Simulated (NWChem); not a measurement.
System: C$_{2}$H$_{6}$OSi$_{2}$; SMILES [SiH2]1C=C[SiH2]O1

NWChem input:

```
start job
memory heap 200 mb stack 900 mb global 1100 mb
geometry units angstroms noautosym nocenter noautoz
  C      0.674711     0.000000     1.378076
  C     -0.674711     0.000000     1.378076
  Si    -1.416294     0.000000    -0.351006
  O      0.000000     0.000000    -1.249593
  Si     1.416294     0.000000    -0.351006
  H      1.242030     0.000000     2.317933
  H     -1.242030     0.000000     2.317933
  H     -2.237472    -1.211979    -0.643319
  H     -2.237472     1.211979    -0.643319
  H      2.237472    -1.211979    -0.643319
  H      2.237472     1.211979    -0.643319
end
basis spherical
  * library def2-tzvp
end
dft
  xc xcamb88 1.00 lyp 0.81 vwn_5 0.19 hfexch 1.00
  cam 0.33 cam_alpha 0.19 cam_beta 0.46
  iterations 150
  semidirect filesize 400000000
end
property
  efieldgrad
end
task dft property
```

The geometry was optimised at PBE0/def2-SVP.

Vzz is the largest principal value of the second derivative of the potential at the nucleus (NWChem prints the opposite sign); η is the asymmetry. Non-relativistic.

Atoms are numbered as in the input.

Question: What results follow from this input? (CAM-B3LYP/def2-TZVP.) Quantities: Vzz O4 (a.u.); η O4.

Answer: 
```yaml
Vzz O4 (a.u.): 0.869
"η O4": 0.44
```
